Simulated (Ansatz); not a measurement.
Ge$_{2}$H$_{8}$N$_{2}$S (`[NH2][GeH2][S][GeH2][NH2]`). Charge 0, multiplicity 1. Correlated methods include outer-core shells of Ge, which these sets cover unevenly. Scalar relativity is left out up to krypton.

Z-matrix (Å, degrees):
```
Ge
S 1 2.207
N 1 1.851 2 107.6
H 1 1.538 2 112.1 3 -115.1
H 1 1.542 2 106.1 3 122.9
Ge 2 2.250 1 96.6 3 52.5
H 3 1.012 1 113.3 2 74.4
H 3 1.012 1 113.1 2 -161.8
N 6 1.828 2 114.7 1 -72.9
H 6 1.536 2 107.2 1 46.6
H 6 1.534 2 105.1 1 167.4
H 9 1.015 6 109.6 2 54.4
H 9 1.012 6 113.4 2 -67.2
```

Give the diagnostics of a CCSD(T)/def2-TZVPP run (frozen core, Ansatz). (Estimate.)

Ansatz gave: T1 = 0.0113, largest single amplitude 0.017, largest double 0.016, (T) share of the correlation energy 3.9 %, 9 CCSD cycles. The RHF solution is stable towards an unrestricted one. T1 lies under the customary mark of 0.02 for closed shells.
